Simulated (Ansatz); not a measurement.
Stepwise reaction of `[CH3][Sn]([CH3])([F])[F]` with hydrogen chloride, as a gas-phase model of exchange steps in deposition or etching. ΔE in kJ/mol.

Program: Ansatz. Geometries: PBE0-D4/def2-TZVP. ΔE: electronic, gas phase. CBS: MP2 limit from def2 TZ/QZ plus the TZ coupled-cluster correction, frozen cores. This one scheme is used for every species. Functionals use def2-TZVPP. B3LYP here is the variant with VWN-RPA as its local correlation; programs differ in this. Elements past krypton have def2 core potentials. For Sn outer-core shells are correlated without core-valence functions, which leaves a few kJ/mol of doubt a bond.

```tsv
step	reaction	PBE-D4	B3LYP-D4	ωB97M-V	CCSD(T)/CBS
2	`[CH3][Sn]([CH3])([F])[Cl]` + HCl → `[CH3][Sn]([CH3])([Cl])[Cl]` + H–F	-30.5	-30.3	-31.0	-36.2
```

Task: Give the row of step 1, `[CH3][Sn]([CH3])([F])[F]` + HCl → `[CH3][Sn]([CH3])([F])[Cl]` + H–F. (An estimate is asked.)

Result: The calculation gave: 
```
step                                                              reaction  PBE-D4  B3LYP-D4  ωB97M-V  CCSD(T)/CBS
   1  `[CH3][Sn]([CH3])([F])[F]` + HCl → `[CH3][Sn]([CH3])([F])[Cl]` + H–F   -30.0     -29.4    -30.3        -34.8
```

Task: By hand: ΔE of the 2 steps together at CCSD(T)/CBS.

Result: (-34.8) + (-36.2) = -71.0 kJ/mol, or -35.5 kJ/mol a step.

In ΔE the steps differ by no more than 1.4 kJ/mol. All are downhill at CCSD(T)/CBS. PBE-D4 differs from CCSD(T)/CBS by 4.8 to 5.7 kJ/mol a step. Isolated molecules leave out the surface, adducts and barriers. Largest T1 diagnostic: 0.013.
